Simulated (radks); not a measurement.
The numbers below are computed, except where a source is named.
Spherical quantum dot in the effective-mass picture: electrons in a well V = -V0 / (1 + exp((r - R)/a)) with V0 = 5.88, R = 8.92, a = 0.46, with a point charge +1 (a donor) at the centre, all in effective atomic units (hartree* = m*/eps^2 hartree, bohr* = eps/m* bohr), one dielectric constant everywhere. Level of theory: non-relativistic Kohn-Sham, LDA (Slater exchange, Perdew-Wang correlation), spin-polarised, spherical densities (a radial shooting solver with Libxc functionals). Levels are named by radial order and angular momentum (1s, 1p, 1d, 2s, ...), and open shells are averaged over m. Each electron was tried in the lowest free levels, single moves between levels near the top were tried too, and the lowest total energy was kept; such a search can miss a lower state. At N = 1 the Hartree and exchange-correlation terms need not cancel, so that row can carry a self-interaction error.

| N | open shells | 2S | E (hartree*) | mu = E(N) - E(N-1) (hartree*) | addition energy mu(N+1) - mu(N) (hartree*) | e(HOMO) (hartree*) | rms radius (bohr*) |
|---|---|---|---|---|---|---|---|
| 1 | 1s(up 1, down 0) | 1 | -6.35861 | -6.3586 | 0.4553 | -6.1485 | 1.831 |
| 2 | none | 0 | -12.2619 | -5.9033 | 0.3386 | -5.7877 | 2.749 |
| 3 | 1p(up 1, down 0) | 1 | -17.8266 | -5.5647 | 0.1396 | -5.4969 | 3.891 |
| 4 | 1p(up 2, down 0) | 2 | -23.2517 | -5.4251 | 0.1454 | -5.3527 | 4.426 |
| 5 | 1p(up 3, down 0) | 3 | -28.5314 | -5.2797 | 0.1750 | -5.2067 | 4.765 |
| 6 | 1p(up 3, down 0) 2s(up 1, down 0) | 4 | -33.6361 | -5.1047 | 0.1499 | -5.0333 | 5.007 |
| 7 | 1p(up 3, down 2) | 1 | -38.5910 | -4.9548 | 0.1346 | -4.8907 | 5.197 |
| 8 | none | 0 | -43.4112 | -4.8202 | 0.1540 | -4.7497 | 5.348 |
| 9 | 2s(up 1, down 0) | 1 | -48.0774 | -4.6662 | 0.1975 | -4.5905 | 5.477 |
| 10 | 1d(up 1, down 0) 2s(up 1, down 0) | 2 | -52.5462 | -4.4688 | 0.1377 | -4.3999 | 5.595 |
| 11 | 1d(up 2, down 0) 2s(up 1, down 0) | 3 | -56.8772 | -4.3310 | 0.1378 | -4.2621 | 5.695 |
| 12 | 1d(up 3, down 0) 2s(up 1, down 0) | 4 | -61.0705 | -4.1932 | 0.1377 | -4.1244 | 5.782 |
| 13 | 1d(up 4, down 0) 2s(up 1, down 0) | 5 | -65.1260 | -4.0556 | 0.1375 | -3.9868 | 5.859 |
| 14 | 1d(up 5, down 0) 2s(up 1, down 0) | 6 | -69.0442 | -3.9181 | 0.1670 | -3.8495 | 5.927 |
| 15 | 1d(up 5, down 1) 2s(up 1, down 0) | 5 | -72.7953 | -3.7511 | 0.1343 | -3.6840 | 5.990 |
| 16 | 1d(up 5, down 2) 2s(up 1, down 0) | 4 | -76.4121 | -3.6169 | 0.1345 | -3.5497 | 6.047 |
| 17 | 1d(up 5, down 3) 2s(up 1, down 0) | 3 | -79.8945 | -3.4824 | 0.1345 | -3.4151 | 6.098 |
| 18 | 1d(up 5, down 4) 2s(up 1, down 0) | 2 | -83.2424 | -3.3479 | 0.1345 | -3.2806 | 6.146 |
| 19 | 2s(up 1, down 0) | 1 | -86.4558 | -3.2134 | 0.2132 | -3.1462 | 6.190 |
| 20 | 2s(up 1, down 0) 1f(up 1, down 0) | 2 | -89.4560 | -3.0002 | 0.1327 | -2.9338 | 6.235 |
| 21 | 2s(up 1, down 0) 1f(up 2, down 0) | 3 | -92.3234 | -2.8675 | 0.1326 | -2.8012 | 6.277 |
| 22 | 2s(up 1, down 0) 1f(up 3, down 0) | 4 | -95.0583 | -2.7349 | 0.1325 | -2.6686 | 6.316 |
| 23 | 2s(up 1, down 0) 1f(up 4, down 0) | 5 | -97.6607 | -2.6024 | 0.1323 | -2.5362 | 6.352 |
| 24 | 2s(up 1, down 0) 1f(up 5, down 0) | 6 | -100.131 | -2.4701 | 0.1322 | -2.4040 | 6.387 |
| 25 | 2s(up 1, down 0) 1f(up 6, down 0) | 7 | -102.469 | -2.3379 | 0.1320 | -2.2719 | 6.419 |
| 26 | 2s(up 1, down 0) 1f(up 7, down 0) | 8 | -104.675 | -2.2059 | 0.1602 | -2.1400 | 6.450 |
| 27 | 2s(up 1, down 0) 1f(up 7, down 1) | 7 | -106.720 | -2.0457 | 0.1303 | -1.9806 | 6.479 |
| 28 | 2s(up 1, down 0) 1f(up 7, down 2) | 6 | -108.636 | -1.9154 | 0.1303 | -1.8503 | 6.507 |
| 29 | 2s(up 1, down 0) 1f(up 7, down 3) | 5 | -110.421 | -1.7852 | 0.1302 | -1.7200 | 6.534 |
| 30 | 2s(up 1, down 0) 1f(up 7, down 4) | 4 | -112.076 | -1.6550 | - | -1.5899 | 6.560 |

All shells are closed at N = 2, 8 (there: 1s2 1p6); the second difference of the energy has clear peaks (12 % above both neighbours; the first and last values, which can be the largest, are not judged, and half-filled shells can peak too) at N = 5, 9, 14, 19, 26.
